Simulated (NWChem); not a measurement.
Species: C2H6O2Si; SMILES O=C(O)C[SiH3]

```xyz
11

O     -1.3161     0.9152     0.0000
C     -0.1019     1.0263     0.0000
O      0.5194     2.2316     0.0000
C      0.8715    -0.1290     0.0000
Si    -0.0243    -1.8109     0.0000
H     -0.2033     2.8973     0.0000
H      1.5429    -0.0376     0.8808
H      1.5429    -0.0376    -0.8808
H     -0.8681    -1.9614    -1.2316
H     -0.8681    -1.9614     1.2316
H      1.0269    -2.8895     0.0000
```
Atoms are numbered in this order, from 1.

Level: PBE-D3(BJ)/def2-SVP (NWChem), optimised geometry, unscaled harmonic frequencies. 

| frequency (cm⁻¹) | IR intensity (km/mol) |
|---|---|
| 19 | 0.1 |
| 151 | 4.4 |
| 179 | 0.0 |
| 386 | 15.1 |
| 423 | 1.5 |
| 540 | 43.1 |
| 547 | 38.5 |
| 629 | 10.9 |
| 672 | 54.2 |
| 758 | 11.4 |
| 827 | 67.9 |
| 871 | 105.3 |
| 891 | 119.0 |
| 911 | 33.6 |
| 920 | 41.1 |
| 1096 | 101.2 |
| 1102 | 1.6 |
| 1194 | 141.2 |
| 1319 | 46.9 |
| 1366 | 107.0 |
| 1782 | 220.7 |
| 2163 | 103.2 |
| 2188 | 64.2 |
| 2197 | 96.2 |
| 2993 | 0.4 |
| 3042 | 0.0 |
| 3618 | 46.8 |

The zero-point energy is 46.8 kcal/mol. The thermal correction to the enthalpy at 298.15 K (with zero-point energy) is 51.6 kcal/mol and the heat capacity Cv is 23.2 cal/(mol K). The entropy at 298.15 K and 1 atm (symmetry number 1) is 82.5 cal/(mol K) and the dipole moment comes out as 1.86 D.

Rigid rotor and harmonic oscillator; modes under 100 cm⁻¹ make the entropy uncertain.
